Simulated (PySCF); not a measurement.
**Simulated absorption spectrum**

Compound: C₃H₁₃OPSi₂.
SMILES: `P[Si@H]([SiH3])OC(C)C`

Method used: TDDFT PBE0/def2-SVPD, vertical, gas phase, core orbitals frozen in the response in PySCF. Isolated species at its PBE0-D3(BJ)/def2-SVP geometry (one conformer only). Torsions of this conformer, `[CH3:1][CH:2]([CH3:3])[O:4][Si@@H:5]([SiH3:6])[PH2:7]`: C1–C2–O4–Si5 70°, C2–O4–Si5–Si6 38°, H–P7–Si5–O4 -83°, H–P7–Si5–O4 -177°.

Each state is given a Gaussian of 0.3 eV full width at half maximum, with ε(max) = 2.175×10⁸ f / Δν̃ (Δν̃ the width in cm⁻¹). The width is an assumption, not a result. The curve ends short of the highest state used, and states not computed would add to its high-energy end.

λ (nm), ε (L mol⁻¹ cm⁻¹) and a bar:
```
    187.2      14836 ###########################
    188.4      15634 ############################
    189.5      16348 ##############################
    190.6      16573 ##############################
    191.8      16080 #############################
    192.9      15070 ###########################
    194.0      13775 #########################
    195.2      12307 ######################
    196.3      11060 ####################
    197.4       9944 ##################
    198.6       8851 ################
    199.7       7943 ##############
    200.8       7146 #############
    202.0       6474 ############
    203.1       6116 ###########
    204.2       6047 ###########
    205.4       6267 ###########
    206.5       6632 ############
    207.7       7030 #############
    208.8       7228 #############
    209.9       7150 #############
    211.1       6701 ############
    212.2       5993 ###########
    213.3       5091 #########
    214.5       4018 #######
    215.6       3069 ######
    216.7       2230 ####
    217.9       1491 ###
    219.0        981 ##
    220.1        617 #
    221.3        354 #
    222.4        204 
    223.5        112 
    224.7         56 
    225.8         28 
    227.0         13
```

Task: Locate the maxima and give the states behind the curve.

Result: 209 nm (5.93 eV), ε about 7200, made up of S1 (94%); 190 nm (6.51 eV), ε about 17000, made up of S4 (13%) and S5 (79%) (ε in L mol⁻¹ cm⁻¹; maxima over ε = 5, shares over 10%). The states used: S1 5.91 eV (f 0.077); S2 6.21 eV (f 0.052); S3 6.32 eV (f 0.015); S4 6.38 eV (f 0.039); S5 6.53 eV (f 0.148); S6 6.85 eV (f 0.185); S7 6.92 eV (f 0.094); S8 7.05 eV (f 0.031); S9 7.15 eV (f 0.0064); S10 7.22 eV (f 0.012).

Task: What would ε be at 6.51 eV, the highest of these maxima, with half the width (0.15 eV)?

Result: About 26200 L mol⁻¹ cm⁻¹ against 16600, a factor of about 1.6; a lone state at its own centre would give exactly 2.

Task: Coming from long wavelengths, where does ε first pass 100 L mol⁻¹ cm⁻¹?

Result: At about 224 nm (5.54 eV), 0.37 eV below S1.

Task: On this curve, what absorbance would a 10⁻⁵ mol/L sample give at 222 nm over a 1 cm path?

Result: 222 nm is 5.585 eV, where ε is about 250 L mol⁻¹ cm⁻¹, so A = ε c l ≈ 0.0025 (Beer–Lambert, with the gas-phase spectrum and the assumed width).

All these states lie below the vertical ionisation energy of 8.95 eV (ΔSCF).

On an AMD EPYC with one thread, no GPU, shared host with 64 logical CPUs at a one-minute load of 53, this took 8.5 min of wall time and 1.0 GiB of memory at its peak.
